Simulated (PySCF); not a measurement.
A calculated (r2SCAN, PySCF 2.14, x2c-TZVPPall with one added diffuse shell each of s, p, d type, scalar relativity by spin-free X2C-1e) atom or ion has these occupied shells.

```json
{"shell": "1s α", "electrons": "1", "orbital energy (eV)": "-1807.4", "rms radius, mean of both spins (bohr)": "0.129"}
{"shell": "1s β", "electrons": "1", "orbital energy (eV)": "-1806.9", "rms radius, mean of both spins (bohr)": "0.129"}
{"shell": "2s α", "electrons": "1", "orbital energy (eV)": "-154.03", "rms radius, mean of both spins (bohr)": "0.618"}
{"shell": "2s β", "electrons": "1", "orbital energy (eV)": "-153.70", "rms radius, mean of both spins (bohr)": "0.618"}
{"shell": "2p α", "electrons": "3", "orbital energy (eV)": "-108.30", "rms radius, mean of both spins (bohr)": "0.601"}
{"shell": "2p β", "electrons": "3", "orbital energy (eV)": "-107.73", "rms radius, mean of both spins (bohr)": "0.601"}
{"shell": "3s α", "electrons": "1", "orbital energy (eV)": "-21.289", "rms radius, mean of both spins (bohr)": "2.18"}
{"shell": "3p α", "electrons": "2", "orbital energy (eV)": "-13.501", "rms radius, mean of both spins (bohr)": "2.55"}
```

**Question.** Name the element and its charge.

**Answer.** Si⁺ (silicon, charge +1), in [Ne] 3s1 3p2, high-spin 4P determinant (an excited configuration).
